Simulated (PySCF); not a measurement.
**UHF on Ni³⁺ (nickel, charge +3)**

Configuration: [Ar] 3d7, high-spin 4F determinant. Computed with PySCF 2.14 in x2c-QZVPPall, with the spin-free X2C one-electron Hamiltonian (Gaussian nucleus).

```json
{
 "Total energy": "-1517.085931 hartree",
 "One-electron energy": "-2069.3941 hartree",
 "Hartree (Coulomb) energy": "613.9807 hartree",
 "Exchange energy": "-61.6726 hartree",
 "⟨S²⟩": "3.7531",
 "⟨L²⟩": "12.025",
 "Sum of ⟨r⟩": "14.15 bohr",
 "Sum of ⟨r²⟩": "12.73 bohr²",
 "Langevin diamagnetic susceptibility": "-10.1 ×10⁻⁶ cm³/mol"
}
```

| shell | electrons | mean orbital energy (hartree) | spread (hartree) | rms radius, mean of both spins (bohr) |
| --- | --- | --- | --- | --- |
| 1s α | 1 | -310.27781 | 0 | 0.0624 |
| 1s β | 1 | -310.27751 | 0 | 0.0624 |
| 2s α | 1 | -40.17448 | 0 | 0.265 |
| 2s β | 1 | -40.05563 | 0 | 0.265 |
| 2p α | 3 | -34.63478 | 0 | 0.238 |
| 2p β | 3 | -34.51721 | 0 | 0.238 |
| 3s α | 1 | -6.60468 | 0 | 0.789 |
| 3s β | 1 | -6.29448 | 0 | 0.789 |
| 3p α | 3 | -4.92706 | 0 | 0.835 |
| 3p β | 3 | -4.55464 | 0 | 0.835 |
| 3d α | 5 | -2.21249 | 0.05976 | 0.987 |
| 3d β | 2 | -2.06484 | 0 | 0.987 |

Densities and radii are taken from the X2C orbitals without a picture-change correction, which distorts them close to the nucleus.

Spin-orbit constants ζ (cm⁻¹) from the X2C one-electron operator on these orbitals: bare nucleus, nucleus screened by l(l+1)(2l+1)/3 electrons, and screened by the Breit-Pauli mean field of the electrons.

| shell | bare | screened nucleus | mean field |
| --- | --- | --- | --- |
| 2p | 98400 | 91370 | n/a |
| 3p | 12530 | 11630 | n/a |
| 3d | 1285 | 826.3 | n/a |

To first order the Landé constant is A = -275.4 cm⁻¹, so the lowest level has J = 9/2 and lies 0.154 eV below the centre of the term. This holds in LS coupling only.
